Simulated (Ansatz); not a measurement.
`[BH2][InH][F]` + `OC[AsH2]` → `B[AsH]CO` + `[F][InH2]` at 298.15 K and 1 bar (cleavage of the B–In bond).

Program: Ansatz. Geometries: PBE0-D4/def2-TZVP. ΔE: electronic, gas phase. CBS: MP2 limit from def2 TZ/QZ plus the TZ coupled-cluster correction, frozen cores. def2 core potentials past Kr. For As, In outer-core shells are correlated without core-valence functions, which leaves a few kJ/mol of doubt a bond. Scalar relativity is left out up to krypton. One conformer a species, not always the lowest.

```
        species  CCSD(T)/CBS energy (Eh)  H − E (kJ/mol)  S (J/(mol·K))
`[BH2][InH][F]`               -316.18078            87.8          314.8
     `OC[AsH2]`              -2351.21112           167.3          300.7
     `B[AsH]CO`              -2376.59328           205.2          335.2
    `[F][InH2]`               -290.81142            47.3          264.9
```

H − E and S are ideal-gas, rigid-rotor, harmonic terms from PBE0-D4/def2-TZVP, for one conformer and one mirror image of each species. 1 Eh = 2625.50 kJ/mol, R = 8.31446 J/(mol·K).

By hand: ΔE, ΔH, ΔS and ΔG.

ΔE = (-2376.59328) + (-290.81142) − (-316.18078) − (-2351.21112) = -0.01280 Eh = -33.6 kJ/mol. Δ(H − E) = 205.2 + 47.3 − 87.8 − 167.3 = -2.6, so ΔH = -36.2 kJ/mol. ΔS = 335.2 + 264.9 − 314.8 − 300.7 = -15.4 J/(mol·K). ΔG = -36.2 − 298.15 × (-15.4)/1000 = -31.6 kJ/mol.

By hand: the equilibrium constant, and the temperature at which ΔG would vanish if ΔH and ΔS stayed fixed.

log₁₀ K = −ΔG/(RT ln 10) = 5.5. ΔG = 0 at ΔH/ΔS = 2351 K, though so small a ΔS makes that figure unsure.

ΔH outweighs TΔS. A doubt of 5 kJ/mol in ΔE shifts log₁₀ K by 0.9 here. Other conformers and mirror images would add mixing entropy, several J/(mol·K) or more a flexible species. These are equilibria of isolated gas molecules and say nothing of rates. Largest T1 diagnostic: 0.016 (customary marks: 0.02 for closed shells, 0.045 for open ones).
